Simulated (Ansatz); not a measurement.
A run for Ansatz (a program for electronic structure): R-r2SCAN/def2-TZVPP on CaF2 (SMILES [F][Ca][F]), atoms moved off the minimum.

Ansatz 0.2 input:
```yaml
crystal:
  periodic: [false, false, false]
  atoms:
    - {symbol: Ca, position_ang: [0.36053275, 0.11511059, -0.05514066]}
    - {symbol: F, position_ang: [-0.66393645, 1.45015732, -1.18922524]}
    - {symbol: F, position_ang: [0.00008376, -1.49840380, 1.46531954]}
basis:
  gaussian:
    orbitals: def2-TZVPP
hamiltonian:
  xc: {name: r2SCAN}
scf: {lower_state_search: off}
output: {forces: true}
```

Predict the final total energy.

-877.3868 hartree.
